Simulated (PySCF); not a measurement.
AlH₂Br, SMILES [AlH2][Br].

The structure is a stationary point at B3LYP-D3(BJ)/def2-TZVP.

Method: TDA-PBE0/def2-TZVPD in PySCF 2.14.0.

Vertical excitations. Isolated molecule, no solvent. State labels are in the subgroup C2v.

```csv
state,symmetry,energy (eV),λ (nm),f,main pairs
S1,A2,5.11,243,0.000,HOMO→LUMO 99 %
S2,A1,6.08,204,0.054,HOMO−1→LUMO 95 %
S3,A2,6.20,200,0.000,HOMO−2→LUMO 99 %
S4,B1,6.46,192,0.009,HOMO−3→LUMO 99 %
S5,B2,6.76,183,0.054,HOMO→LUMO+1 94 %
S6,B1,7.21,172,0.081,HOMO−1→LUMO+1 97 %
S7,B2,7.64,162,0.016,HOMO→LUMO+2 90 %
S8,B2,7.76,160,0.004,"HOMO→LUMO+3 59 %, HOMO−2→LUMO+1 30 %"
S9,B2,8.08,153,0.004,"HOMO−2→LUMO+1 62 %, HOMO→LUMO+3 27 %"
S10,B1,8.17,152,0.027,"HOMO−1→LUMO+2 69 %, HOMO−1→LUMO+3 29 %"
T1,A2,4.79,259,0,HOMO→LUMO 90 %
T2,A1,5.37,231,0,HOMO−1→LUMO 98 %
T3,A2,5.82,213,0,HOMO−2→LUMO 89 %
T4,B1,5.95,209,0,HOMO−3→LUMO 95 %
```
Triplets are in the Tamm–Dancoff approximation.
